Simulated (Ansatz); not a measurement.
One change: `[NH2][GeH]1[O][AlH]1` becomes `[NH2][Ge]1([I])[O][AlH]1`.

Ansatz, PBE0-D4/def2-TZVP geometries, multiplicity 1. Each molecule was computed in one conformer, which needn't be the lowest.

Elements past krypton have def2 core potentials. Scalar relativity is left out up to krypton.

```tsv
property	`[NH2][GeH]1[O][AlH]1`
LUMO energy (B3LYP/def2-TZVPP) / eV	-1.60
HOMO energy (PBE0/def2-TZVPP) / eV	-6.31
HOMO–LUMO gap (B3LYP/def2-TZVPP) / eV	4.54
HOMO energy (B3LYP/def2-TZVPP) / eV	-6.14
HOMO energy (ωB97M-V/def2-TZVPP) / eV	-8.34
HOMO–LUMO gap (PBE/def2-TZVPP) / eV	3.09
```

Problem. Give the same properties after the change, and the shifts. (Estimate.)

Solution. The calculation gave: 
| property | `[NH2][Ge]1([I])[O][AlH]1` | shift |
| --- | --- | --- |
| LUMO energy (B3LYP/def2-TZVPP) / eV | -2.08 | -0.48 |
| HOMO energy (PBE0/def2-TZVPP) / eV | -6.55 | -0.24 |
| HOMO–LUMO gap (B3LYP/def2-TZVPP) / eV | 4.29 | -0.25 |
| HOMO energy (B3LYP/def2-TZVPP) / eV | -6.37 | -0.23 |
| HOMO energy (ωB97M-V/def2-TZVPP) / eV | -8.51 | -0.17 |
| HOMO–LUMO gap (PBE/def2-TZVPP) / eV | 2.92 | -0.17 |

With PBE0 the HOMO falls by 0.24 eV and the LUMO falls by 0.46 eV, so the gap narrows by about 0.22 eV. PBE moves the HOMO by -0.29 eV and ωB97M-V by -0.17 eV.

B3LYP here is the variant with VWN-RPA as its local correlation; programs differ in this.

Spin–orbit coupling is left out; it splits and shifts lone-pair levels of the heavy atoms by tenths of an eV.
